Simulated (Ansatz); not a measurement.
System: CHCl$_{2}$, charge 1, singlet. CHCl2+ (parent SMILES Cl[CH]Cl, singlet).
B3LYP-D3(BJ)/def2-TZVP minimum from Ansatz (a quantum-chemistry and plane-wave program):
```
C
H 1 1.0893
Cl 1 1.6261 2 117.96
Cl 1 1.6261 2 117.96 3 -180.00
```
Charge +1, spin multiplicity 1.

Hartree-Fock and CCSD correlation energies in hartree (Ansatz). Open shells are spin-unrestricted; no spin-orbit coupling. Correlated methods leave the cores frozen. No relativity. The spin of CHCl2+ (parent SMILES Cl[CH]Cl, singlet) was assumed, and the state is the lowest solution found for it.

```csv
basis,X,E(HF),"E(corr, CCSD)"
cc-pV(T+d)Z,3,-957.15435,-0.55611
cc-pV(Q+d)Z,4,-957.16447,-0.59628
cc-pV(5+d)Z,5,-957.16641,withheld
```

Question: Fit E(corr) = E∞ + A/X³ to X = 3 and 4, predict X = 5, and compare with the run.

Answer: A = (-0.55611 - (-0.59628))/(1/27 - 1/64) = 1.8760; E∞ = -0.59628 - A/64 = -0.62559; at X = 5, E∞ + A/125 = -0.61058. The run gave -0.60987, 0.71 mEh above the prediction. The same form on X = 4 and 5 gives E∞ = -0.62413, 1.46 mEh above the first estimate.
